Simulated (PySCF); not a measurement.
PySCF input file for Ge(F)(OMe) (CH3FGeO), SMILES [F][Ge][O]C (connectivity only; charge and spin as stated), neutral, multiplicity 1, C-PCM-M06-2X/def2-SVP. Coordinates come from a PBE0-D3(BJ)/def2-SVP optimisation. One conformer was computed; it need not be the lowest.

```python
import numpy as np
from pyscf import gto, scf, dft
from pyscf.solvent import pcm

mol = gto.M(
    atom='''
    Ge    0.33261975   -0.70361396    0.00000000
    F    -1.43444120   -0.62124603   -0.00000000
    O     0.66076033    1.03552478   -0.00000000
    C    -0.25617685    2.10203396    0.00000000
    H    -1.29989140    1.74968184    0.00000000
    H    -0.09149574    2.73038851    0.89092139
    H    -0.09149574    2.73038851   -0.89092140
    ''',
    basis='def2-SVP',
    charge=0,
    spin=0,
    max_memory=1600,
    verbose=3,
)
mf = dft.RKS(mol, xc='m06-2x').density_fit(auxbasis='def2-universal-jkfit')
mf.grids.level = 4
mf.conv_tol = 1e-9
mf.max_cycle = 100
mf.kernel()
res = {}
for name, eps in {'water': 78.355, '1-octanol': 9.8629, 'acetone': 20.493}.items():
    s = mf.PCM()
    s.with_solvent.method, s.with_solvent.eps, s.with_solvent.lebedev_order = 'C-PCM', eps, 29
    s.kernel(mf.make_rdm1())
    res[name] = (s.e_tot, eps, s.dip_moment(), s.mo_energy, s.converged)
    print(f'{name}: electrostatic solvation free energy {(s.e_tot - mf.e_tot) * 627.509474:.3f} kcal/mol')
```

Program output:

```
converged SCF energy = -2291.52314317282

WARN: PCM is an experimental feature. It is still in testing.
Features and APIs may be changed in the future.

converged SCF energy = -2291.5289892721
Dipole moment(X, Y, Z, Debye):  0.70800,  0.35774,  0.00000
water: electrostatic solvation free energy -3.668 kcal/mol

WARN: PCM is an experimental feature. It is still in testing.
Features and APIs may be changed in the future.

converged SCF energy = -2291.52843387762
Dipole moment(X, Y, Z, Debye):  0.69593,  0.35614,  0.00000
1-octanol: electrostatic solvation free energy -3.320 kcal/mol

WARN: PCM is an experimental feature. It is still in testing.
Features and APIs may be changed in the future.

converged SCF energy = -2291.52876267161
Dipole moment(X, Y, Z, Debye):  0.70304,  0.35709,  0.00000
acetone: electrostatic solvation free energy -3.526 kcal/mol
```

The run converged.
